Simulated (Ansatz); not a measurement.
A made-up structure of GeH$_{2}$SO, singlet:

```xyz
5
angstrom
O -0.1140 -0.4212 1.3746
S -0.1442 0.1880 -0.3239
Ge 1.3969 -0.9491 0.6413
H -1.0363 -0.4413 -1.1348
H -0.0100 1.5361 -0.4438
```

It is relaxed with PBE-D4/def2-SVP and then PBE0-D4/def2-TZVP (Ansatz 0.2.0). Atoms count as bonded within 1.22 times the sum of their covalent radii (H–H: 0.88 Å). The end point is not checked to be a true minimum.

Question: Does its bonding change? (A judgement: the text doesn't fix the answer.)

Answer: The calculation gives: Yes. Formed: none; broken: O1–S2, S2–Ge3.

Where it ends: The first stage lowers the energy by 5.99 eV in 27 steps. It ends as a complex of GeO + H₂S:
O1  (1.189, -0.017, 1.664)
S2  (-1.149, 0.158, -0.852)
Ge3  (0.741, -1.474, 1.083)
H4  (-0.180, 0.262, -1.775)
H5  (-0.509, 0.984, -0.006)
(Å)

For scale, one of the runs: PBE0-D4/def2-TZVP relaxation, 128 basis functions, launched by `ansatz run in.yaml --threads 2 --pin off --events-out ev --progress --plain --max-ram 4352MiB`. The run took about 29 s on 2 CPU threads of an Arm Neoverse V1 (shared host).
